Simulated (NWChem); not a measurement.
System: SiH3SCl; SMILES S[SiH2]Cl

```xyz
6

Si    -0.7263     0.0421    -0.0063
S      0.5035    -1.6911    -0.1826
Cl     0.3483     1.8072    -0.1165
H     -1.6591    -0.0244    -1.1599
H     -1.4470     0.0585     1.2942
H      1.1007    -1.5279     1.0189
```
Atoms are numbered in this order, from 1.

All runs: NWChem. Structure relaxed at the PBE0/def2-SVP level. Level: PBE0/def2-SVP with SMD (1 M gas to 1 M solution), gas-phase geometry. Reactions with the solvent are ignored.

Q: Among these, which solvent gives the highest value of “solvation free energy (kcal/mol)”?
(A) diethyl ether
(B) ethyl acetate
(C) water
(D) methanol

A: C, water. Values: methanol -4.3; diethyl ether -4.1; ethyl acetate -3.9; water -0.7
